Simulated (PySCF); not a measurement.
PySCF input file for Hf(Cl)3(OSiH3) (Cl3H3HfOSi), SMILES [SiH3][O][Hf]([Cl])([Cl])[Cl], multiplicity 1, B3LYP-D3(BJ)/def2-SVP. Geometry optimised at B3LYP-D3(BJ)/def2-SVP. The spin state was assumed, not searched. The isomer is the one that the SMILES or the coordinates give; other isomers of the formula were not compared. The def2 effective core potentials stand for the cores of Hf; spin–orbit coupling is left out. Other conformers were not sampled.

```python
import numpy as np
from pyscf import gto, scf, dft, df
from pyscf.hessian import thermo

mol = gto.M(
    atom='''
    Hf    0.00000000    0.00000000    0.27145427
    Cl    1.53606806   -1.62634787    1.01000396
    Cl   -2.17649260   -0.51710003    1.01000396
    Cl    0.64042453    2.14344790    1.01000396
    O    -0.00000000    0.00000000   -1.64132942
    Si   -0.00000000   -0.00000000   -3.32339648
    H    -1.37340646   -0.31650596   -3.79890771
    H     0.96080543   -1.03115190   -3.79890771
    H     0.41260102    1.34765786   -3.79890771
    ''',
    basis='def2-SVP',
    ecp={'Hf': 'def2-svp'},
    charge=0,
    spin=0,
    max_memory=1600,
    verbose=3,
)
mf = dft.RKS(mol, xc='b3lyp').density_fit(auxbasis='def2-universal-jkfit')
mf.disp = 'd3bj'
mf.grids.level = 3
mf.conv_tol = 1e-11
mf.max_cycle = 100
mf.kernel()

# [left out here: the lines that compute and print the analytic Hessian (its translational invariance restored by hand, since the grid's response is missing), thermochemistry and intensities]
```

It prints:

```
converged SCF energy = -1795.00979959327

WARN: DFTD3 does not support analytical Hessian, using finite difference


WARN: Mole.unit (angstrom) is changed to Bohr

Mode                                 0                   1                   2
Irrep
Freq [cm^-1]                       12.0070             39.5481             39.6561
Reduced mass [au]                   1.0191              7.7884              7.7898
Force const [Dyne/A]                0.0001              0.0072              0.0072
Char temp [K]                      17.2755             56.9008             57.0564
Normal mode                   x     y     z       x     y     z       x     y     z
       0  Hf                -0.00 -0.00 -0.00   -0.02 -0.01 -0.00    0.01 -0.02  0.00
       1  Cl                 0.01  0.01 -0.00    0.01  0.01 -0.01   -0.00  0.01  0.09
       2  Cl                 0.00 -0.01  0.00    0.00  0.01  0.08   -0.01  0.01 -0.04
       3  Cl                -0.01  0.00 -0.00    0.01  0.00 -0.07   -0.01  0.01 -0.05
       4   O                -0.00 -0.00 -0.00   -0.04 -0.03 -0.00    0.03 -0.04  0.00
       5  Si                 0.00  0.00 -0.00    0.08  0.07 -0.00   -0.07  0.08  0.00
       6   H                -0.13  0.56 -0.00    0.12  0.10 -0.12   -0.10  0.12  0.06
       7   H                -0.42 -0.39  0.00    0.12  0.10  0.01   -0.10  0.12 -0.14
       8   H                 0.55 -0.17  0.00    0.12  0.10  0.11   -0.10  0.12  0.08
Mode                                 3                   4                   5
Irrep
Freq [cm^-1]                       94.6028             94.7187             94.9078
Reduced mass [au]                  37.7045             36.1148             33.9221
Force const [Dyne/A]                0.1988              0.1909              0.1800
Char temp [K]                     136.1123            136.2791            136.5511
Normal mode                   x     y     z       x     y     z       x     y     z
       0  Hf                -0.02 -0.01 -0.00    0.01 -0.01  0.02    0.01 -0.01 -0.03
       1  Cl                 0.09  0.08  0.00    0.04 -0.04 -0.07   -0.01  0.01  0.04
       2  Cl                -0.05  0.05 -0.03   -0.03  0.09 -0.03    0.03  0.06  0.07
       3  Cl                 0.05 -0.05  0.03   -0.08  0.03 -0.02   -0.06 -0.03  0.07
       4   O                -0.01 -0.01 -0.00    0.01 -0.01  0.02    0.01 -0.01 -0.03
       5  Si                -0.00 -0.00 -0.00    0.00 -0.00  0.02    0.00 -0.00 -0.04
       6   H                -0.00 -0.00 -0.01    0.00 -0.00  0.03    0.00 -0.00 -0.03
       7   H                -0.00 -0.00 -0.00    0.00 -0.00  0.02    0.00 -0.00 -0.04
       8   H                -0.00 -0.00  0.01    0.00 -0.00  0.03    0.00 -0.00 -0.03
Mode                                 6                   7                   8
Irrep
Freq [cm^-1]                      177.3848            177.4031            362.2483
Reduced mass [au]                   7.9371              7.9372             22.2714
Force const [Dyne/A]                0.1471              0.1472              1.7219
Char temp [K]                     255.2172            255.2436            521.1946
Normal mode                   x     y     z       x     y     z       x     y     z
       0  Hf                -0.00 -0.02  0.00    0.02 -0.00  0.00    0.00 -0.00  0.00
       1  Cl                 0.01 -0.00  0.03    0.00 -0.01  0.04   -0.06  0.06 -0.03
       2  Cl                -0.01  0.01  0.02    0.01  0.01 -0.04    0.08  0.02 -0.03
       3  Cl                -0.00 -0.01 -0.04   -0.01  0.00  0.01   -0.02 -0.08 -0.03
       4   O                 0.03  0.22  0.00   -0.22  0.03  0.00   -0.00  0.00  0.03
       5  Si                -0.00 -0.00  0.00    0.00 -0.00  0.00    0.00 -0.00  0.08
       6   H                -0.01 -0.07  0.07    0.07 -0.01 -0.18    0.00  0.00  0.07
       7   H                -0.01 -0.07  0.12    0.07 -0.01  0.16   -0.00  0.00  0.07
       8   H                -0.01 -0.07 -0.20    0.07 -0.01  0.03   -0.00 -0.00  0.07
Mode                                 9                  10                  11
Irrep
Freq [cm^-1]                      385.6605            385.6685            395.0221
Reduced mass [au]                  42.3711             42.3723             10.7119
Force const [Dyne/A]                3.7130              3.7133              0.9848
Char temp [K]                     554.8796            554.8911            568.3489
Normal mode                   x     y     z       x     y     z       x     y     z
       0  Hf                -0.00  0.04 -0.00   -0.04 -0.00 -0.00   -0.00 -0.00  0.04
       1  Cl                 0.06 -0.06  0.03    0.05 -0.05  0.02   -0.02  0.02 -0.02
       2  Cl                -0.02 -0.01  0.01    0.11  0.02 -0.03    0.03  0.01 -0.02
       3  Cl                -0.03 -0.10 -0.03    0.01  0.03  0.01   -0.01 -0.03 -0.02
       4   O                 0.00 -0.02  0.00    0.02  0.00  0.00    0.00 -0.00 -0.06
       5  Si                 0.00 -0.00  0.00    0.00  0.00  0.00    0.00  0.00 -0.13
       6   H                -0.00  0.01 -0.00   -0.01  0.00  0.02    0.01  0.00 -0.15
       7   H                 0.00  0.01 -0.01   -0.01 -0.00 -0.01   -0.00  0.00 -0.15
       8   H                -0.00  0.01  0.02   -0.01  0.00 -0.01   -0.00 -0.01 -0.15
Mode                                12                  13                  14
Irrep
Freq [cm^-1]                      725.9992            726.0136            955.8224
Reduced mass [au]                   1.1921              1.1920              1.0509
Force const [Dyne/A]                0.3702              0.3702              0.5657
Char temp [K]                    1044.5513           1044.5720           1375.2157
Normal mode                   x     y     z       x     y     z       x     y     z
       0  Hf                 0.00  0.00  0.00   -0.00  0.00 -0.00   -0.00 -0.00  0.00
       1  Cl                -0.00 -0.00  0.00    0.00 -0.00 -0.00    0.00  0.00 -0.00
       2  Cl                -0.00 -0.00 -0.00    0.00 -0.00  0.00    0.00  0.00  0.00
       3  Cl                -0.00 -0.00  0.00    0.00 -0.00  0.00    0.00  0.00 -0.00
       4   O                -0.05 -0.05 -0.00    0.05 -0.05  0.00    0.00  0.00 -0.00
       5  Si                 0.04  0.04  0.00   -0.04  0.04  0.00   -0.03 -0.02  0.00
       6   H                -0.14 -0.11  0.61    0.12 -0.10 -0.35   -0.14  0.27  0.18
       7   H                -0.10 -0.10 -0.00    0.13 -0.14  0.71    0.55  0.53 -0.03
       8   H                -0.12 -0.13 -0.61    0.09 -0.13 -0.36    0.43 -0.20 -0.15
Mode                                15                  16                  17
Irrep
Freq [cm^-1]                      955.8289            957.2295           1034.5486
Reduced mass [au]                   1.0509              1.7742              2.4897
Force const [Dyne/A]                0.5657              0.9578              1.5700
Char temp [K]                    1375.2249           1377.2401           1488.4851
Normal mode                   x     y     z       x     y     z       x     y     z
       0  Hf                 0.00 -0.00  0.00   -0.00 -0.00 -0.00    0.00 -0.00 -0.01
       1  Cl                -0.00  0.00  0.00   -0.00  0.00 -0.00   -0.00  0.00  0.00
       2  Cl                -0.00  0.00 -0.00    0.00  0.00 -0.00    0.00  0.00  0.00
       3  Cl                -0.00  0.00 -0.00   -0.00 -0.00 -0.00   -0.00 -0.00  0.00
       4   O                -0.00  0.00 -0.00   -0.00  0.00  0.12   -0.00  0.00  0.19
       5  Si                 0.02 -0.03  0.00    0.00 -0.00 -0.09    0.00 -0.00 -0.02
       6   H                -0.13  0.70 -0.07   -0.15 -0.03  0.40    0.11  0.02 -0.33
       7   H                 0.13  0.01  0.19    0.10 -0.11  0.40   -0.07  0.08 -0.33
       8   H                -0.60  0.13 -0.12    0.04  0.15  0.40   -0.03 -0.10 -0.33
Mode                                18                  19                  20
Irrep
Freq [cm^-1]                     2244.5960           2249.6630           2249.6738
Reduced mass [au]                   1.0173              1.0526              1.0526
Force const [Dyne/A]                3.0199              3.1387              3.1387
Char temp [K]                    3229.4738           3236.7641           3236.7797
Normal mode                   x     y     z       x     y     z       x     y     z
       0  Hf                -0.00  0.00  0.00    0.00  0.00  0.00   -0.00  0.00 -0.00
       1  Cl                -0.00  0.00 -0.00   -0.00 -0.00  0.00    0.00 -0.00 -0.00
       2  Cl                 0.00  0.00 -0.00   -0.00 -0.00 -0.00    0.00 -0.00  0.00
       3  Cl                -0.00 -0.00 -0.00   -0.00 -0.00  0.00    0.00 -0.00  0.00
       4   O                 0.00 -0.00 -0.00   -0.00 -0.00 -0.00    0.00 -0.00  0.00
       5  Si                -0.00  0.00 -0.02    0.03  0.03 -0.00   -0.03  0.03  0.00
       6   H                 0.53  0.12  0.18   -0.64 -0.14 -0.22    0.35  0.10  0.12
       7   H                -0.37  0.40  0.18    0.01  0.02  0.00    0.51 -0.55 -0.25
       8   H                -0.16 -0.52  0.18   -0.18 -0.62  0.22   -0.13 -0.36  0.13
temperature 298.1500 [K]
pressure 101325.00 [Pa]
Rotational constants [GHz] 0.93895 0.64310 0.64310
Symmetry number 3
Zero-point energy (ZPE) 0.03271 [Eh]   85881.124 [J/mol]
                           tot       elec      trans        rot        vib
Entropy [J/mol/K]       463.999      0.000    181.144    120.960    161.895
Cv [J/mol/K]            128.616      0.000     12.472     12.472    103.673
Cp [J/mol/K]            136.930      0.000     20.786     12.472    103.673
Internal energy [J/mol]                      3718.434   3718.434 106195.037
Internal energy [Eh]   -1794.96652  -1795.00980
Enthalpy [J/mol]                             6197.391   3718.434 106195.037
Enthalpy [Eh]          -1794.96558
Gibbs free energy [J/mol]                  -47810.607 -32345.834  57926.055
Gibbs free energy [Eh] -1795.01827
mode   freq/cm-1   IR/(km/mol)
   1       12.01         0.000
   2       39.55         0.062
   3       39.66         0.062
   4       94.60         1.707
   5       94.72         2.687
   6       94.91         4.202
   7      177.38         5.254
   8      177.40         5.256
   9      362.25        13.468
  10      385.66        75.483
  11      385.67        75.481
  12      395.02        29.767
  13      726.00        56.076
  14      726.01        56.077
  15      955.82        73.692
  16      955.83        73.689
  17      957.23      1045.477
  18     1034.55       141.852
  19     2244.60        80.493
  20     2249.66       114.470
  21     2249.67       114.488
max |gradient| / (hartree/bohr): 0.00010140512193860797
APT charges: [ 2.3972 -0.5659 -0.566  -0.566  -1.4809  1.6352 -0.2846 -0.2846 -0.2846]
```

The run converged.
